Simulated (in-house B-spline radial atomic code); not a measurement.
Orbital energies and mean radii along the 26-electron series, configuration 1s2 2s2 2p6 3s2 3p6 3d3/2(4) 3d5/2(4). The effective charge is n√(-2ε), a non-relativistic measure. Computed with a B-spline radial code for spherical atoms: Dirac-Hartree-Fock, jj configuration that fills j = l - 1/2 first, finite nuclei.

```tsv
ion	Z	energy of 3p1/2 (Eh)	mean radius of 3p1/2 (bohr)	energy of 2p1/2 (Eh)	mean radius of 2p1/2 (bohr)	energy of 2s1/2 (Eh)	mean radius of 2s1/2 (bohr)	effective charge of 3p1/2
Sn24+	50	-56.694	0.31739	-185.49	0.10559	-196.67	0.12454	31.945
Sb25+	51	?	?	?	?	?	?	?
Te26+	52	-64.462	0.30042	-206.3	0.10059	-218.11	0.11887	34.063
I27+	53	?	?	?	?	?	?	?
Xe28+	54	-72.75	0.28503	-228.37	0.095973	-240.82	0.11363	36.187
Cs29+	55	?	?	?	?	?	?	?
Ba30+	56	-81.567	0.27101	-251.73	0.091693	-264.83	0.10877	38.317
La31+	57	-86.176	0.26446	-263.9	0.089667	-277.34	0.10646	39.385
Ce32+	58	-90.92	0.25818	-276.4	0.087712	-290.18	0.10424	40.454
Pr33+	59	-95.801	0.25216	-289.24	0.085823	-303.36	0.10208	41.526
Nd34+	60	-100.82	0.24638	-302.42	0.083997	-316.89	0.1	42.6
Pm35+	61	-105.98	0.24083	-315.95	0.082231	-330.77	0.097992	43.676
Sm36+	62	-111.28	0.23549	-329.82	0.080521	-345	0.096043	44.755
Eu37+	63	-116.72	0.23035	-344.05	0.078865	-359.59	0.094154	45.836
```

Task: Fill in the row of Sb25+.

Result: energy of 3p1/2 (Eh): -60.513; mean radius of 3p1/2 (bohr): 0.30869; energy of 2p1/2 (Eh): -195.74; mean radius of 2p1/2 (bohr): 0.10304; energy of 2s1/2 (Eh): -207.23; mean radius of 2s1/2 (bohr): 0.12165; effective charge of 3p1/2: 33.004.

Task: Fill in the row of I27+.

Result: energy of 3p1/2 (Eh): -68.541; mean radius of 3p1/2 (bohr): 0.29254; energy of 2p1/2 (Eh): -217.18; mean radius of 2p1/2 (bohr): 0.098237; energy of 2s1/2 (Eh): -229.3; mean radius of 2s1/2 (bohr): 0.1162; effective charge of 3p1/2: 35.124.

Task: Fill in the row of Cs29+.

Result: energy of 3p1/2 (Eh): -77.092; mean radius of 3p1/2 (bohr): 0.27787; energy of 2p1/2 (Eh): -239.89; mean radius of 2p1/2 (bohr): 0.093794; energy of 2s1/2 (Eh): -252.66; mean radius of 2s1/2 (bohr): 0.11115; effective charge of 3p1/2: 37.251.

Task: How does the screening of 3p1/2 change?

Result: Z less the effective charge goes from 18.05 at Z = 50 to 17.16 at Z = 63.
